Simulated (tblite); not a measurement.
C6H3ClO2 (charge +1 and doublet state).
SMILES: `[CH+]=[C][C@H]1C=C(Cl)OC1=O`

Calculated harmonic vibrations of the isolated species, GFN2-xTB (tblite), most abundant isotopes, no scaling. Against measured fundamentals such values can be off by several per cent, at times by over 20. Open shells enter through the occupations alone, without spin polarisation, and single modes of such species can be off by tens of per cent.

Harmonic wavenumbers (cm⁻¹): 80.0, 121.3, 148.1, 233.0, 254.9, 371.0, 395.1, 458.3, 500.7, 547.3, 577.0, 658.8, 675.1, 680.0, 718.2, 781.2, 833.7, 908.8, 990.2, 1006.4, 1050.5, 1058.7, 1161.6, 1254.0, 1417.0, 1872.1, 2194.0, 2774.0, 3139.5, 3326.7.

A = 2915, B = 886.7, C = 705.9 MHz; mass 141.982 u (most abundant isotopes); point group C1, symmetry number 1; spin multiplicity 2.

What is the zero-point energy?

½Σν̃ = 15094 cm⁻¹ = 43.16 kcal/mol.

Entropy at 298.15 K, 1 bar (ideal gas, RRHO, classical rotation)?

Translation 40.79, rotation 29.56, vibration 20.03, spin (R ln 2) 1.38: S = 91.8 cal/(mol K).

And Cp and H(298.15 K) − H(0)?

Cp = 32.27 cal/(mol K), of which vibrations give 24.32 (their classical limit is 30 R = 59.6); H(298.15 K) − H(0) = 5.80 kcal/mol without the zero-point energy, 3.43 from vibrations.

How do the functions run with temperature in this model?

```csv
T (K),S (cal/(mol K)),Cp (cal/(mol K)),H − H(0) (kcal/mol),G − H(0) (kcal/mol),ln q(vib)
100,67.5,15.0,1.09,-5.66,0.77
200,80.6,23.9,3.03,-13.09,2.44
300,92.0,32.4,5.86,-21.73,4.33
500,111.5,44.1,13.62,-42.14,8.26
800,134.5,53.1,28.37,-79.21,13.78
1000,146.7,56.6,39.36,-107.36,17.09
```

q(vib) and H(0) count from the zero-point level.

Which modes carry the vibrational entropy at 298.15 K?

80.0 cm⁻¹: 3.89; 121.3 cm⁻¹: 3.08; 148.1 cm⁻¹: 2.70; 233.0 cm⁻¹: 1.86; 254.9 cm⁻¹: 1.70; 371.0 cm⁻¹: 1.08 cal/(mol K); the other 24 give 5.74 together.

Blend soft modes into free rotors: weight 1/[1 + (100 cm⁻¹/ν̃)⁴] for the oscillator and the rest for a rotor with moment μB/(μ + B), μ = h/(8π²ν), B = 10⁻⁴⁴ kg m². What vibrational entropy results?

19.31 cal/(mol K) in place of 20.03, which changes −T·S at 298.15 K by +0.22 kcal/mol.

What must be added to the electronic energy to get the Gibbs energy at 298.15 K and 1 bar?

ZPE + [H(298.15 K) − H(0)] − T·S = 43.16 + 5.80 − 27.36 = 21.60 kcal/mol.

Hindered rotation and anharmonicity are outside this model. The structure is chiral; the term R ln 2 for an equal mix with its mirror image is left out.

Hardware: Arm Neoverse V1, one thread, no GPU, shared host. Cost: 0.43 s of wall time. This covers the Hessian and the dipole derivatives.
